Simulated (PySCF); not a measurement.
C6H6, SMILES c1ccccc1. The structure is a stationary point at B3LYP-D3(BJ)/def2-SVP.

Computed with B3LYP-D3(BJ)/def2-SVP run with PySCF.

Harmonic wavenumbers (cm⁻¹): 418, 418, 621, 621, 693, 734, 870, 870, 1003, 1003, 1015, 1023, 1039, 1059, 1059, 1163, 1185, 1185, 1366, 1367, 1511, 1511, 1654, 1654, 3167, 3177, 3177, 3191, 3191, 3201. Rotational constants (GHz): 5.665, 5.665, 2.832; symmetry number 12.

**Question.** Work out the zero-point energy and the ideal-gas rigid-rotor harmonic-oscillator thermochemistry at 298.15 K and 1 atm.

**Answer.** ZPE = ½ Σ hcν = ½ × 44145 cm⁻¹ = 264.05 kJ/mol. H − E(el) = 277.99 kJ/mol. Entropy in J/(mol K): translation 163.10, rotation 86.75, vibration 18.08, total 267.93. G − E(el) = 198.11 kJ/mol. Cp = 79.66 J/(mol K).
